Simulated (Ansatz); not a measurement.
```yaml
crystal:
  periodic: [false, false, false]
  atoms:
    - {symbol: N, position_ang: [-0.577077, 3.565611, -0.501780]}
    - {symbol: C, position_ang: [-0.796151, 2.436251, -0.288084]}
    - {symbol: C, position_ang: [-1.099864, 1.088515, -0.016623]}
    - {symbol: C, position_ang: [-0.253385, 0.028772, 0.167699]}
    - {symbol: C, position_ang: [1.198287, -0.026004, 0.148760]}
    - {symbol: C, position_ang: [2.011674, 1.119497, 0.289529]}
    - {symbol: C, position_ang: [3.393908, 0.975855, 0.243707]}
    - {symbol: C, position_ang: [3.935235, -0.303025, 0.061779]}
    - {symbol: N, position_ang: [3.187314, -1.401618, -0.076544]}
    - {symbol: C, position_ang: [1.864613, -1.260438, -0.029483]}
    - {symbol: C, position_ang: [-1.169946, -1.207174, 0.306674]}
    - {symbol: C, position_ang: [-1.852062, -1.412494, -1.054713]}
    - {symbol: C, position_ang: [-2.673762, -0.369289, -1.243030]}
    - {symbol: C, position_ang: [-2.543771, 0.532759, -0.007040]}
    - {symbol: C, position_ang: [-2.345984, -0.554297, 1.076987]}
    - {symbol: H, position_ang: [1.563164, 2.104775, 0.439352]}
    - {symbol: H, position_ang: [4.050118, 1.843506, 0.353625]}
    - {symbol: H, position_ang: [5.022844, -0.445189, 0.026111]}
    - {symbol: H, position_ang: [1.279949, -2.179715, -0.160088]}
    - {symbol: H, position_ang: [-0.700366, -2.090543, 0.757473]}
    - {symbol: H, position_ang: [-1.625975, -2.227246, -1.745319]}
    - {symbol: H, position_ang: [-3.275791, -0.134649, -2.122768]}
    - {symbol: H, position_ang: [-3.327328, 1.287095, 0.140380]}
    - {symbol: H, position_ang: [-2.053885, -0.144434, 2.056791]}
    - {symbol: H, position_ang: [-3.211732, -1.226512, 1.176606]}
basis:
  gaussian: {orbitals: def2-TZVP}
magnetization: {spin_polarized: true, initial_magnetization: 2}
hamiltonian: {xc: pbe0, dispersion: d4}
scf: {omitted_lower_state_checks: [starts]}
output: {orbitals: {seedname: orbitals}}
```

```sh
$ ansatz run in.yaml --threads 4 --pin off --events-out ev --progress --plain --max-ram 6963MiB
```

Does this run fit into the memory that it is given?

No. It has 525 basis functions, and Ansatz plans for 9 GiB where 7 GiB are given.
